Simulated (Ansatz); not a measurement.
Si₃Pt⁺, relaxed as a quartet with UKS B3LYP-D4/def2-SVP in Ansatz, starting from the B3LYP-D4/def2-SVP geometry of the charge +1 doublet. Force threshold 0.02 eV/Å.

In the def2 sets Pt takes a core potential; there is no spin–orbit coupling. At B3LYP-D4/def2-SVP a doublet of charge 1 lies 0.88 eV below the quartet, each at its own geometry. The structure comes from a short search, and lower isomers may exist.

Start:

Cartesian coordinates in Å:
```
Pt -1.161 -0.282 0.431
Si -0.423 1.897 0.111
Si 0.417 -1.899 -0.106
Si 1.167 0.283 -0.436
```

Question: Estimate the energy that the relaxation releases and the steps that it takes.

Answer: 0.99 eV, in 17 steps; 68 s on 4 threads of Arm Neoverse N1 on a shared host. No frequencies were taken in this run, so the end may be a saddle point.

Question: Does the start keep its bonding and symmetry?

Answer: Bonds lost: Pt1–Si4 (atoms count from 1). Bonds formed: Si2–Si3 (atoms count from 1). Point group C2v at the start, Cs at the end, both within 0.05 Å.

Question: Predict the relaxed structure.

Answer: 
```xyz
4

Pt   -1.7364   -0.4031    0.3258
Si   -0.2389    1.2844    0.3575
Si    0.3325   -1.2961    0.2102
Si    1.6427    0.4147   -0.8935
```
Bond lengths: 3 × Si–Si 2.42 to 2.65 Å; 2 × Pt–Si 2.26 Å.
